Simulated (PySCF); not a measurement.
## Spinor energies of C(3+) (carbon, charge +3)

Start: [He] 2s1; 2s1/2 filled at m_j = +1/2. Calculated with PySCF 2.14 in x2c-SVPall-2c with one added diffuse shell of s type (4s2p1d, 15 functions): generalised Hartree-Fock with the X2C-1e Hamiltonian and a Gaussian nucleus; one run each with spin-orbit coupling (SO) switched off, then screened by Boettger's factors. This is a chosen level, not necessarily the ground level.

| spinor shell | electrons | ε, spin-free (eV) | ε, screened SO (eV) | weight of nominal j (screened SO) | rms radius, screened SO (bohr) |
| --- | --- | --- | --- | --- | --- |
| 1s1/2 | 2 | -367.71 | -367.71 | 1.000 | 0.310 |
| 2s1/2 | 1 | -63.555 | -63.555 | 1.000 | 1.42 |

```json
{"quantity": "E (hartree)", "spin-free": "-34.69545", "screened SO": "-34.69545"}
{"quantity": "M_J", "spin-free": "1/2", "screened SO": "1/2"}
{"quantity": "⟨J²⟩", "spin-free": "0.750", "screened SO": "0.750"}
{"quantity": "⟨L²⟩", "spin-free": "0.000", "screened SO": "0.000"}
{"quantity": "⟨S²⟩", "spin-free": "0.750", "screened SO": "0.750"}
```

Each row is a mean over spinors that exchange with the open shell spreads, by up to 2.155 eV (1s1/2).

Without spin-orbit coupling the j labels of p, d and f shells carry no meaning; the spin-free column gives the mean over the occupied spinors of each nl shell.
